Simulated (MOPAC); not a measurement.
MOPAC input (PM3):

```
PM3 1SCF GEO-OK AUX(PRECISION=9) THREADS=1
HNaO

Na   -0.00000000 1   -0.00000000 1   -0.91722285 1
O     0.00000000 1    0.00000000 1    1.01503037 1
H     0.00000000 1    0.00000000 1    1.96920848 1
```

Output:

```
 *******************************************************************************
 **                                                                           **
 **                              MOPAC v23.2.5                                **
 **                                                                           **
 *******************************************************************************
 ** MOPAC's Digital Object Identifier: https://doi.org/10.5281/zenodo.6511958 **
 **                                                                           **
 ** Please cite the open-source release paper for use of this MOPAC version:  **
 ** J. E. Moussa and J. J. P. Stewart (2026)                                  **
 ** MOPAC: An open-source semiempirical molecular orbital program             **
 ** J. Open Source Softw., 11(119), 8025, https://doi.org/10.21105/joss.08025 **
 *******************************************************************************

                              PM3 CALCULATION RESULTS

 *******************************************************************************
 *  PM3        - The PM3 Hamiltonian to be used
 *  GEO-OK     - OVERRIDE INTERATOMIC DISTANCE AND OTHER SAFETY CHECKS
 *  1SCF       - DO 1 SCF AND THEN STOP
 *  AUX        - OUTPUT AUXILIARY INFORMATION
 *******************************************************************************
PM3 1SCF GEO-OK AUX(PRECISION=9) THREADS=1
 HNaO

   ATOM   CHEMICAL          X               Y               Z
  NUMBER   SYMBOL      (ANGSTROMS)     (ANGSTROMS)     (ANGSTROMS)

     1      Na         -0.00000000  *  -0.00000000  *  -0.91722285  *
     2       O          0.00000000  *   0.00000000  *   1.01503037  *
     3       H          0.00000000  *   0.00000000  *   1.96920848  *

          CARTESIAN COORDINATES

    NO.       ATOM           X           Y           Z

     1        Na         -0.0000     -0.0000     -0.9172
     2         O          0.0000      0.0000      1.0150
     3         H          0.0000      0.0000      1.9692

  H: (PM3): J. J. P. STEWART, J. COMP. CHEM. 10, 209 (1989).
  O: (PM3): J. J. P. STEWART, J. COMP. CHEM. 10, 209 (1989).
 Na: (PM3): J. J. P. STEWART, J. MOL. MOD., 10, 155-164 (2004)

           Empirical Formula: H O Na  =     3 atoms

      MOLECULAR POINT GROUP   :   C*v

      RHF CALCULATION, NO. OF DOUBLY OCCUPIED LEVELS = 4

 -------------------------------------------------------------------------------
 PM3 1SCF GEO-OK AUX(PRECISION=9) THREADS=1
 HNaO

     1SCF WAS SPECIFIED, SO BFGS WAS NOT USED
     SCF FIELD WAS ACHIEVED

                              PM3 CALCULATION
                                                       MOPAC v23.2.5 Linux

          FINAL HEAT OF FORMATION =        -29.69474 KCAL/MOL =    -124.24280 KJ/MOL

          COSMO AREA              =         97.37 SQUARE ANGSTROMS
          COSMO VOLUME            =         86.89 CUBIC ANGSTROMS

          IONIZATION POTENTIAL    =          9.280987 EV
          HOMO LUMO ENERGIES (EV) =         -9.281  1.337
          NO. OF FILLED LEVELS    =          4
          MOLECULAR WEIGHT        =         39.9971         POINT GROUP:  C*v

          MOLECULAR DIMENSIONS (Angstroms)

            Atom       Atom       Distance
            H     3   Na     1     2.88643
            H     3   Na     1     0.00000
           Na     1    O     2     0.00000

          SCF CALCULATIONS        =          1

   ATOM   CHEMICAL          X               Y               Z
  NUMBER   SYMBOL      (ANGSTROMS)     (ANGSTROMS)     (ANGSTROMS)

     1      Na         -0.00000000  *  -0.00000000  *  -0.91722285  *
     2       O          0.00000000  *   0.00000000  *   1.01503037  *
     3       H          0.00000000  *   0.00000000  *   1.96920848  *

                             CARTESIAN COORDINATES

   1   Na       -0.000000000    -0.000000000    -0.917222850
   2    O        0.000000000     0.000000000     1.015030370
   3    H        0.000000000     0.000000000     1.969208480

           Empirical Formula: H O Na  =     3 atoms

      MOLECULAR POINT GROUP   :   C*v

                  EIGENVALUES
 -32.31406 -13.32193  -9.28099  -9.28099   1.33679   1.33679   1.98883   2.91296
   7.81721

              NET ATOMIC CHARGES AND DIPOLE CONTRIBUTIONS

  ATOM NO.   TYPE          CHARGE      No. of ELECS.   s-Pop       p-Pop
    1         Na           0.533683        0.4663     0.01715     0.44916
    2          O          -0.710286        6.7103     1.77252     4.93776
    3          H           0.176603        0.8234     0.82340
 DIPOLE           X         Y         Z       TOTAL
 POINT-CHG.     0.000     0.000    -4.144     4.144
 HYBRID        -0.000     0.000     0.403     0.403
 SUM           -0.000     0.000    -3.741     3.741

          ATOMIC ORBITAL ELECTRON POPULATIONS

     Atom    s        px        py        pz
    1 Na   0.01715   0.15780   0.15780   0.13357
    2  O   1.77252   1.84220   1.84220   1.25335
    3  H   0.82340

 **********************
 *                    *
 * JOB ENDED NORMALLY *
 *                    *
 **********************

 == MOPAC DONE ==
```
